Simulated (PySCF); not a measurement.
Core-level binding energies of `N#CCC1=[O+][BH2-]OC=C1`

Species: C5H6BNO2.
SMILES with atom numbers: `[N:1]#[C:2][CH2:3][C:4]1=[O+:5][BH2-:6][O:7][CH:8]=[CH:9]1`

Level of theory: delta-SCF UKS SCAN, pcX-2 on the ionised atom, pcseg-1 elsewhere, spin-free X2C in PySCF. Each binding energy is the total energy of the core-ionised species, with the hole localised on one atom, minus that of the ground state; both are solved self-consistently, so orbital relaxation is included.

Q: What binding energy does each computed site have?

A: 
```tsv
atom(s)	environment	level	binding energy (eV)	above the level's lowest (eV)	count
O7	boron-bound oxygen	O 1s	539.34	+0.01	1
O5	oxygen bonded to B and C	O 1s	539.33	0.00	1
N1	nitrile nitrogen	N 1s	405.76	0.00	1
C3	sp3 carbon next to a nitrile	C 1s	293.20	+1.99	1
C2	nitrile carbon	C 1s	292.99	+1.78	1
C9	alkene CH carbon	C 1s	291.21	0.00	1
B6	four-coordinate boron	B 1s	196.24	0.00	1
```

Lowest listed C 1s: C9, bonded to C (double bond), C and H. Highest, 1.99 eV above it: C3, bonded to 2 C and 2 H. The widest gap between neighbouring values is 1.78 eV, between 291.21 and 292.99 eV. Summing the Pauling electronegativity differences to the bonded atoms, each weighted by its formal bond order, gives -0.35 for the lowest site and -0.70 for the highest; the largest sum, +1.47, belongs to C2, 0.21 eV below the top. The smallest sum, -0.70, belongs to C3, 1.99 eV above the lowest.

The 2 O 1s values lie within 0.01 eV of each other; Gaussian lines of 0.5 eV full width would blend them into one maximum.

Q: Which photon energy gives electrons from N 1s of N1 a kinetic energy of 100 eV, and what is their de Broglie wavelength?

A: hν = 405.76 + 100 = 505.76 eV, recoil neglected; λ = 12.264 Å/√(E/eV) = 1.23 Å.

The list is incomplete; no value stands for C 1s of C4, C8 (hole states with ⟨S²⟩ of 1 or more are left out). The unrestricted hole states depart most from a pure doublet (⟨S²⟩ = 0.75; over 0.85 named) for C 1s of C2 (0.88), which makes this value less certain. Isolated species at its PBE0-D3(BJ)/def2-SVP geometry (one conformer only).

Shape of the structure used: `[N:1]#[C:2][CH2:3][C:4]1=[O+:5][BH2-:6][O:7][CH:8]=[CH:9]1`: C2–C3–C4–O5 174°.
